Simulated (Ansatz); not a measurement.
Frontier orbitals of `CSB[SiH2]O`.

Total charge 0; spin multiplicity 1. All single points use the PBE0-D4/def2-TZVP geometry. It is one conformer, not always the lowest. Basis def2-TZVPP, Ansatz 0.2.0.

```
functional  HOMO (eV)  LUMO (eV)  gap (eV)
       PBE      -6.44      -2.43      4.01
    revPBE      -6.39      -2.35      4.04
      PBE0      -7.77      -1.56      6.21
     B3LYP      -7.57      -1.71      5.86
   r2SCAN0      -7.96      -1.44      6.52
     BHLYP      -9.02      -0.53      8.49
 CAM-B3LYP      -9.15      -0.43      8.72
   ωB97X-V     -10.14       0.57     10.71
   ωB97M-V      -9.94       0.39     10.33
```

From PBE to PBE0 the HOMO moves by −1.33 eV and the LUMO by +0.88 eV, and with ωB97M-V by −3.50 and +2.83 eV, so the gap grows from 4.00 to 10.33 eV with exact exchange. A positive LUMO is unbound and depends on the basis.

B3LYP here is the variant with VWN-RPA as its local correlation; programs differ in this.
